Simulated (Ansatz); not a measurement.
Reaction (hydrogenolysis of the Si–Cl bond): `[SiH3][SiH](Cl)Br` + H₂ → `[SiH3][SiH2]Br` + HCl

Calculated with Ansatz (gas phase, PBE0-D4/def2-TZVP geometries, no zero-point term in ΔE). CCSD(T)/CBS adds triple-zeta CCSD(T) − MP2 to the extrapolated MP2 energy (def2 sets, frozen cores). This one scheme is used for every species. DFT in def2-TZVPP. For Br outer-core shells are correlated without core-valence functions, which leaves a few kJ/mol of doubt a bond. Scalar relativity is left out up to krypton.

```
   level  ΔE (kJ/mol)
 PBE0-D4         75.6
PBE-QIDH         74.8
```

(1) What does CCSD(T)/CBS give? (Best estimate.)

Largest T1 diagnostic among the species: 0.010.

Answers

(1) The calculation gave: +76.8 kJ/mol. The listed levels differ from it by -1.2, -2.0 kJ/mol.

In def2-TZVPP, CCSD(T) changes the Hartree–Fock value by +11.5 kJ/mol (the triples alone add +4.3 kJ/mol) and MP2 by +23.2 kJ/mol. From r2SCAN to r2SCAN0 (25 % exact exchange), in def2-TZVPP and without D4, ΔE moves by −3.3 kJ/mol.

CCSD(T)/CBS has its own doubt, a few kJ/mol and more with outer-core shells, so smaller differences from it don't rank the levels.
